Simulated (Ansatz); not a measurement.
This geometry of GaH$_{5}$O (7 atoms, charge 0, multiplicity 1) is a first-order saddle point.

Computed with Ansatz 0.2.0, RKS PBE/def2-mTZVP.

```xyz
7
Properties=species:S:1:pos:R:3
Ga 0.043 -0.196 -0.150
H -0.023 -0.101 1.704
H 1.449 0.323 -0.602
H -1.406 0.117 -0.669
O 0.204 -2.054 0.585
H -0.626 -2.562 0.503
H 0.032 -1.076 1.498
```

Task: Which two structures does it join? (They come from a converged band through this point; their orientation in space is the band's.)

Result: Bonds broken: Ga1–H2, O5–H7. Bonds formed: H2–H7. GaH5O becomes GaH3O + H2.

Initial state:

```xyz
7
Properties=species:S:1:pos:R:3
Ga 0.031 0.129 0.066
H -0.089 0.648 1.566
H 1.410 0.271 -0.697
H -1.310 -0.086 -0.765
O 0.164 -2.039 0.659
H -0.698 -2.421 0.404
H 0.163 -2.049 1.636
```

Final state:

```xyz
7
Properties=species:S:1:pos:R:3
Ga 0.007 -0.512 -0.651
H 0.082 0.154 2.809
H 1.401 0.200 -0.752
H -1.433 0.042 -0.979
O 0.144 -2.225 -0.067
H -0.718 -2.676 -0.014
H 0.190 -0.532 2.522
```

Task: How far does it lie above each of them?

Result: 87.6 kJ/mol above the first and 85.0 kJ/mol above the second. This is the barrier of this one path; another mechanism may lie lower. The orbitals stay closed-shell, which can raise the energy where a bond breaks towards radicals; this wasn't checked here.

Time of the run: 94 s on 1 thread of Intel(R) Xeon(R) Platinum 8488C (Sapphire Rapids) (shared host), peak memory 0.14 GiB.
